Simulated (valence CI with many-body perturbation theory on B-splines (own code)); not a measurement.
## Questions on Tb⁵⁹⁺

Computed by configuration interaction combined with many-body perturbation theory (CI+MBPT): four valence electrons over a frozen Dirac-Fock core [He], a basis of 11 s, 11 p, 9 d, 7 f, 5 g, 2 h, 1 i functions for each j, with the one-electron correlation potential Σ1 (screened to all orders), the two-electron term Σ2, the three-electron term Σ3, Breit, model QED; selected single and double excitations, second order for the rest (own B-spline code, finite nucleus).

The last digits are not significant, and no measured levels were compared; by estimate large intervals hold to a few tenths of a per cent, small ones and those within an open d or f shell to about a per cent. Among the levels kept, up to 270 cm⁻¹ of a level comes from second order outside the variational space, and about a tenth of that is noise between levels of different J, which matters for small intervals.

Levels are named by their leading jj configuration (3d3/2^4 stands for four electrons in 3d with j = 3/2), which in mixed levels can hold well under half, so a name can repeat and another be missing.

Rates and lifetimes use the calculated energies. Strong lines usually hold to 10 to 20 %, long lifetimes can be off by a factor of two.

Q: What is the ground level?

A: (2s^2 2p1/2^2) J=0, composition 69 % 2s2 2p2 3P + 31 % 2s2 2p2 1S.

Q: What is the ionisation energy?

A: 13660 eV; NIST lists 13658 ± 7 eV (theoretical).

Q: What are the static dipole polarisabilities of the lowest levels?

A: (2s^2 2p1/2^2) J=0 0.000161 bohr³, of which the core gives 4.01e-07.

Q: How well does LS coupling describe the low levels?

A: Among the lowest 20 levels the leading LS term, summed over configurations, holds 67 % on average. For single configurations the figures are 67 % in LS and 100 % in jj coupling. Terms mix most in the J = 1 level at 80.64 Ry, where the leading one holds 32 %.

Q: Where does the other parity begin?

A: At (2s 2p1/2^2 2p3/2) J=2, 75.12 Ry.
